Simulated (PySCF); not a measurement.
## Radial density of Kr (krypton, neutral)

M06-2X, [Kr], closed-shell 1S. Calculation: PySCF 2.14, in aug-cc-pVDZ-PP with ECP10MDF (5s4p3d, 32 functions); scalar relativity through the core potential. This is the valence pseudo-density: the core potential removes the inner electrons and smooths the orbitals near the nucleus.

```tsv
r (bohr)	4πr²ρ (e/bohr)
0.000619	5.408e-05
0.00104	0.0001528
0.00175	0.0004302
0.00295	0.001202
0.00495	0.003284
0.00833	0.008449
0.0140	0.01887
0.0236	0.03367
0.0397	0.05838
0.0667	0.1984
0.112	1.444
0.189	8.289
0.317	28.24
0.534	32.51
0.898	8.957
1.51	5.476
2.54	1.969
4.27	0.1509
7.19	0.0005676
```

Energies and moments cover only the electrons outside the core potential.
